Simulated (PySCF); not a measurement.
**Working out the excitation energy of Sn⁺**

Sn⁺ [Kr] 4d10 5s2 5p1 (2P) → Sn⁺ [Kr] 4d10 5s1 5p1 6s1 (4P). Computed with PySCF 2.14 in aug-cc-pVDZ-PP with ECP28MDF, with a scalar-relativistic core potential. Frozen: 4s2 4p6 4d10. Energies in hartree (1 hartree = 27.21139 eV):

| part | Sn⁺ (lower) | Sn⁺ (upper) |
| --- | --- | --- |
| UHF | -213.083444 | -212.644851 |
| MP2 opposite-spin | -0.024995 | 0.000000 |
| MP2 same-spin | -0.001885 | -0.006066 |

Question: What does Hartree-Fock give?

Answer: (-212.644851) − (-213.083444) = 0.438593 hartree = 11.935 eV.

Question: What do MP2 and SCS-MP2 (6/5 opposite-spin, 1/3 same-spin) give?

Answer: The opposite-spin parts differ by 0.680 eV and the same-spin parts by -0.114 eV. MP2: 11.935 + (0.680) + (-0.114) = 12.501 eV. SCS-MP2: 11.935 + 1.2 × (0.680) + (-0.114)/3 = 12.713 eV.

A double-zeta basis recovers only part of the correlation energy.
